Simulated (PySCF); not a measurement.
A calculated (UHF, PySCF 2.14, cc-pVTZ-DK, the spin-free X2C one-electron Hamiltonian (Gaussian nucleus)) atom or ion has these occupied shells.

```json
{"shell": "1s α", "electrons": "1", "orbital energy (eV)": "-7174.9", "rms radius, mean of both spins (bohr)": "0.0675"}
{"shell": "1s β", "electrons": "1", "orbital energy (eV)": "-7174.9", "rms radius, mean of both spins (bohr)": "0.0675"}
{"shell": "2s α", "electrons": "1", "orbital energy (eV)": "-884.26", "rms radius, mean of both spins (bohr)": "0.288"}
{"shell": "2s β", "electrons": "1", "orbital energy (eV)": "-881.01", "rms radius, mean of both spins (bohr)": "0.288"}
{"shell": "2p α", "electrons": "3", "orbital energy (eV)": "-750.04", "rms radius, mean of both spins (bohr)": "0.260"}
{"shell": "2p β", "electrons": "3", "orbital energy (eV)": "-746.81", "rms radius, mean of both spins (bohr)": "0.260"}
{"shell": "3s α", "electrons": "1", "orbital energy (eV)": "-120.47", "rms radius, mean of both spins (bohr)": "0.871"}
{"shell": "3s β", "electrons": "1", "orbital energy (eV)": "-110.83", "rms radius, mean of both spins (bohr)": "0.871"}
{"shell": "3p α", "electrons": "3", "orbital energy (eV)": "-80.850", "rms radius, mean of both spins (bohr)": "0.936"}
{"shell": "3p β", "electrons": "3", "orbital energy (eV)": "-69.248", "rms radius, mean of both spins (bohr)": "0.936"}
{"shell": "3d α", "electrons": "5", "orbital energy (eV)": "-18.306", "rms radius, mean of both spins (bohr)": "1.23"}
{"shell": "3d β", "electrons": "1", "orbital energy (eV)": "-12.696", "rms radius, mean of both spins (bohr)": "1.23"}
{"shell": "4s α", "electrons": "1", "orbital energy (eV)": "-7.670", "rms radius, mean of both spins (bohr)": "3.48"}
{"shell": "4s β", "electrons": "1", "orbital energy (eV)": "-6.655", "rms radius, mean of both spins (bohr)": "3.48"}
```

Q: Name the element and its charge.

A: Fe (iron, neutral), in [Ar] 3d6 4s2, high-spin 5D determinant.
